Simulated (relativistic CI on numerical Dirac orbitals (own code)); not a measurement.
## What each ingredient does to the levels of Cd¹²⁺

Base calculation: Dirac-Coulomb-Breit CI, KLI orbitals optimised for each configuration, a model potential for QED, unscaled Slater integrals.

CI space (outside the closed core [Ar] 3d10): 4s2 4p6, 4s2 4p5 4d, 4s 4p6 4d, 4s2 4p5 4f, 4s 4p6 4f, 4s2 4p5 5s, 4s2 4p5 5p, 4s 4p6 5s, 4s2 4p5 5d, 4p6 4d2, 4p5 4d3, 4p5 4d2 4f, 4p5 4d2 5s, 4p5 4d2 5p, 4p6 4f2, 4p5 4d 4f2, 4p5 4f3, 4p5 4f2 5s, 4p5 4f2 5p. Double excitations out of closed p, d and f shells are left out; levels of such configurations are missing from the list, as are those of other unlisted configurations, and high levels can miss mixing partners. These lack a partner that the ground configuration has and come out too high: 4s2 4p5 5d.

Variants: (1) non-relativistic limit. Shifts of the energy above 4s2 4p6 1S_0, in cm⁻¹, for the lowest level and the first level of each name with at least 55 % of one term (blank where a level changes its place among those of its configuration and J or its character, or is not in the variant):

```
           Level     Base    Δ(1)
    4s2 4p6 1S_0        0       0
4s2 4p5 4d 3P°_0   472240   -4729
4s2 4p5 4d 3P°_1   479831  -12321
4s2 4p5 4d 3P°_2   494987  -27476
4s2 4p5 4d 3F°_4   496022  -14900
4s2 4p5 4d 3F°_3   497693  -16571
4s2 4p5 4d 3D°_3   528893  -15672
4s2 4p5 4d 3D°_1   549459  -36237
4s2 4p5 4d 1P°_1   693120  -34168
  4s 4p6 4d 3D_1   899194  -74450
  4s 4p6 4d 3D_2   903629  -78885
  4s 4p6 4d 3D_3   911194  -86450
  4s 4p6 4d 1D_2   968783  -86429
4s2 4p5 5s 3P°_2  1053361  +26316
4s2 4p5 5s 1P°_1  1059910        
 4s2 4p5 4f 3G_5  1083093   -9953
 4s2 4p5 4f 3G_4  1090053  -16913
 4s2 4p5 4f 3D_1  1093613  -15203
 4s2 4p5 4f 3D_2  1097605  -19195
 4s2 4p5 4f 3F_4  1107711        
4s2 4p5 5s 3P°_0  1113295  -33618
4s2 4p5 5s 3P°_1  1117253
```

At this charge energies of transitions that change n are usually good to better than 1 %, and those within a shell (Δn = 0) to a few per cent.

Ionisation energy from the two ground configurations alone: base 304.731 eV. The NIST ASD value (theoretical) is 305 eV.

LS names give the leading component of a level, which can be under half, so a name can repeat, a term be missing and a line seem to break the LS rules.
